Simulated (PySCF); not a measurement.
**RhN: frontier orbitals**

BP86 at R = 1.614 Å; PySCF, scalar-relativistic core potentials, basis sets Rh def2-TZVPP with ECP28, N def2-TZVPP. State: ³Π (triplet), unpaired electrons σ ↑, π ↑. Only the outer orbitals are listed, counted within each symmetry, core potentials removing the inner ones.

```
spin  orbital  occ.  ε (eV)  on Rh (%)           main shells (%)
   α       4σ     1  -19.37         15           83 N s, 11 Rh d
   α       5σ     1   -9.90         42   43 N p, 42 Rh d, 15 N s
   α       2π     1   -9.79         55           54 Rh d, 44 N p
   α       2π     1   -9.71         57           56 Rh d, 42 N p
   α       1δ     1   -6.40        100                  100 Rh d
   α       1δ     1   -6.40        100                  100 Rh d
   α       6σ     1   -5.31         81  60 Rh s, 19 N p, 18 Rh d
   α       3π     1   -4.76         51  49 N p, 41 Rh d, 10 Rh p
   α       3π     0   -4.57         50  50 N p, 39 Rh d, 10 Rh p
   α       7σ     0   -2.59         71  29 N p, 25 Rh p, 24 Rh s
   α       4π     0   -0.37         97                   93 Rh p
   β       4σ     1  -18.67         16           82 N s, 12 Rh d
   β       2π     1   -9.40         56           56 Rh d, 43 N p
   β       5σ     1   -9.29         41   41 N p, 40 Rh d, 17 N s
   β       2π     1   -8.71         59           58 Rh d, 40 N p
   β       1δ     1   -5.89         99                   99 Rh d
   β       1δ     1   -5.89        100                  100 Rh d
   β       6σ     0   -4.41         81  60 Rh s, 19 N p, 19 Rh d
   β       3π     0   -4.16         50   50 N p, 40 Rh d, 9 Rh p
   β       3π     0   -3.43         49  51 N p, 37 Rh d, 12 Rh p
```

**Question.** Which are the highest filled and the lowest empty level, where do they sit, and how wide is the gap?

**Answer.** Highest filled α 3π at -4.76 eV (in %: 49 N p, 41 Rh d, 10 Rh p); lowest empty α 3π at -4.57 eV (in %: 50 N p, 39 Rh d, 10 Rh p); the gap at BP86 is 0.19 eV. Both belong to one degenerate shell, split only by its one-sided filling, so this is no excitation gap.

- bond order (Mayer): 2.75
- ⟨S²⟩: 2.002
- charge on Rh (Mulliken, basis-dependent): 0.33
- charge on Rh (Löwdin, basis-dependent): 0.08
- dipole moment (positive dipole means Rh(−)N(+)): -2.18 D

Spin–orbit coupling is left out. The state is the lowest single determinant that the PBE0 search found; with open d or f shells the true ground state can be another one.
